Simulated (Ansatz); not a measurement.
Cost and result for the atomization energy of CH₇BFPSi, SMILES `BP[SiH](C)F` (12 atoms, 11 bonds).

Cartesian coordinates in Å:
```
B 1.9570 1.1824 -0.6234
P 1.6270 -0.2730 0.4613
Si -0.3480 -1.0472 -0.2192
C -1.7981 -0.0735 0.4018
F -0.5156 -2.5535 0.3071
H 1.7842 1.0642 -1.7991
H 2.4483 2.1726 -0.1752
H 1.4067 0.2332 1.7613
H -0.2695 -1.0924 -1.6994
H -2.7347 -0.5421 0.0886
H -1.7661 0.9435 0.0038
H -1.7911 -0.0142 1.4925
```

Charge 0, multiplicity 1. Geometry: relaxed with PBE0-D4/def2-TZVP. It is one conformer, not always the lowest. Program: Ansatz. All runs use 4 threads of an Arm Neoverse V2 on a shared host. Times are those of one run each, without the atoms' runs, and a repeat can differ threefold. Electronic energies, without spin–orbit coupling; frozen cores. CCSD(T)/CBS adds CCSD(T) − MP2 in def2-TZVPP to the MP2 limit, and its time is that of the two runs behind it. T1 = 0.015. B3LYP takes the VWN-RPA correlation (the form of Gaussian; ORCA's B3LYP/G).

CCSD(T)/CBS is a level of theory with its own doubt, some kJ/mol a heavy atom from the limit and from the frozen cores, so smaller differences don't rank the functionals.

```csv
level,functions,wall time,atomization (kJ/mol),difference from CCSD(T)/CBS,per bond
BLYP-D4/def2-TZVPP,275,2.8 s,4179.6,-7.2,-0.7
PBE-D4/def2-TZVPP (with forces),275,3.2 s,4232.1,45.3,4.1
BHLYP-D4/def2-TZVPP,275,4.1 s,4124.0,-62.8,-5.7
CAM-B3LYP-D4/def2-TZVPP,275,4.6 s,4217.8,31.0,2.8
CCSD(T)/def2-SVP,113,5.5 s,3910.9,-275.9,-25.1
B3LYP-D4/def2-TZVPP (with forces),275,6.5 s,4204.1,17.3,1.6
r2SCANh-D4/def2-TZVPP,275,7 s,4193.4,6.6,0.6
PBE-QIDH/def2-TZVPP,275,7.5 s,4161.3,-25.5,-2.3
ωB97X-V/def2-TZVPP,275,9.5 s,4224.4,37.6,3.4
B97M-V/def2-TZVPP,275,11 s,4236.0,49.2,4.5
MP2/def2-QZVPP,521,26 s,4177.5,-9.3,-0.8
CCSD(T)/def2-TZVPP,275,3.1 min,4078.0,-108.8,-9.9
CCSD(T)/CBS(def2),–,3.5 min,4186.8,0.0,0.0
```

Leaving LDA and LC-ωPBE aside and taking each functional with its dispersion term where it has one, the values spread over 112.0 kJ/mol, from BHLYP-D4 to B97M-V. LDA lies +515.2 kJ/mol from PBE without D4, its usual overbinding. From PBE to PBE0 (25 % exact exchange), in def2-TZVPP and without D4, the atomization energy moves by −40.8 kJ/mol: exact exchange takes away binding that semilocal exchange gives to molecules. At CCSD(T), def2-SVP lies −275.8 kJ/mol from the extrapolated value and def2-TZVPP −108.8 kJ/mol: correlation converges slowly with the basis, and small sets miss more of it in the bonded molecule than in its fragments.
